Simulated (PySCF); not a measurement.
# Field gradients at the hydrogen positions

C6H12OS.
Z-matrix (Å and degrees, GFN2-xTB geometry), rows numbered from 1:
```
C 
C   1  1.5234
C   2  1.5301  1  111.59
C   3  1.5128  2  112.17  1  -178.42
C   4  1.5290  3  118.19  2   -71.69
C   5  1.5237  4   96.35  3  -140.13
S   6  1.8680  5   91.54  4    20.88
O   7  1.4601  4  109.81  3  -115.02
H   1  1.0872  2  110.57  3   179.89
H   1  1.0876  2  110.49  3    59.95
H   1  1.0878  2  110.64  3   -60.02
H   2  1.0920  1  109.53  3   121.21
H   2  1.0921  1  109.43  3  -120.97
H   3  1.0930  2  109.21  1   -57.53
H   3  1.0932  2  109.33  1    60.07
H   4  1.0904  3  111.61  2    60.46
H   5  1.0902  4  115.07  3    98.58
H   5  1.0901  4  110.59  3   -24.79
H   6  1.0860  5  113.57  4   -89.97
H   6  1.0857  5  116.90  4   139.38
```

Level: PBE0/pcSseg-1 (PySCF, non-relativistic); Q(2H) = 0.00286 b; rigid geometry, the same for H and D, with no vibrational averaging.

Q: Give the electric field gradient Vzz (the principal value of largest size), its asymmetry and the 2H coupling at each hydrogen.

A: 
```tsv
atom	bonded to	bond length (Å)	Vzz (au)	η	χzz (kHz)
H9	C1	1.087	0.3166	0.02	213
H10	C1	1.088	0.3145	0.02	211
H11	C1	1.088	0.3146	0.02	211
H12	C2	1.092	0.3042	0.02	204
H13	C2	1.092	0.3033	0.02	204
H14	C3	1.093	0.3003	0.03	202
H15	C3	1.093	0.3001	0.03	202
H16	C4	1.090	0.3026	0.03	203
H17	C5	1.090	0.3093	0.00	208
H18	C5	1.090	0.3058	0.00	205
H19	C6	1.086	0.3128	0.01	210
H20	C6	1.086	0.3172	0.01	213
```

The structure is a single GFN2-xTB conformer in the gas phase; no vibrational or solvent corrections. GFN2-xTB bond lengths can be off by several hundredths of an ångström, more for odd bonds, and the gradients follow them. With so small a basis the couplings can be 20 % off.

The run behind these numbers computed NMR shieldings as well. On Intel Xeon Platinum 8259CL at 2.50 GHz, one thread, shared host with 96 logical CPUs at a one-minute load of 52, this took 65 s (with the writing of density and orbital grids) and 0.91 GiB of memory at its peak.
